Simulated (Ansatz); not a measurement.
Cu₄S₄. Total charge 0; singlet. Geometry PBE-D4/def2-SVP; atoms count from 1.

Cartesian coordinates in Å:
```
Cu 0.183 0.113 -1.758
Cu 1.050 -0.876 0.416
Cu -1.388 0.272 0.228
Cu 0.873 1.799 -0.147
S -1.907 -1.337 1.605
S -0.033 -2.204 1.767
S -1.102 1.934 -1.176
S 2.324 0.298 -0.934
```

The restricted singlet is unstable towards broken spin symmetry at other levels; at PBE0-D4/def2-TZVP this wasn't settled. No other spin state of charge 0 was run. The geometry of the singlet was relaxed on an unsound state (an occupied level 0.00 eV above an empty one). Another isomer (singlet) lies 0.49 eV lower at PBE0-D4/def2-TZVP; other spin states weren't run for this one.

Q: Estimate the Mulliken populations from the PBE0/def2-TZVP orbitals of Ansatz.

A: 
```
atom  charge (e)  d electrons
 Cu1        0.26         9.80
 Cu2        0.12         9.73
 Cu3        0.13         9.72
 Cu4        0.30         9.79
  S5       -0.05            –
  S6       -0.05            –
  S7       -0.35            –
  S8       -0.35            –
```
Mulliken values and Mayer orders depend strongly on the basis.

Q: And the Mayer bond orders between bonded heavy atoms (over 0.3)?

A: Cu1–S7 0.64 (2.30 Å); Cu1–S8 0.64 (2.30 Å); Cu2–S6 0.81 (2.18 Å); Cu2–S8 0.80 (2.20 Å); Cu3–S5 0.81 (2.18 Å); Cu3–S7 0.80 (2.19 Å); Cu4–S7 0.70 (2.23 Å); Cu4–S8 0.70 (2.23 Å); S5–S6 1.31 (2.07 Å).
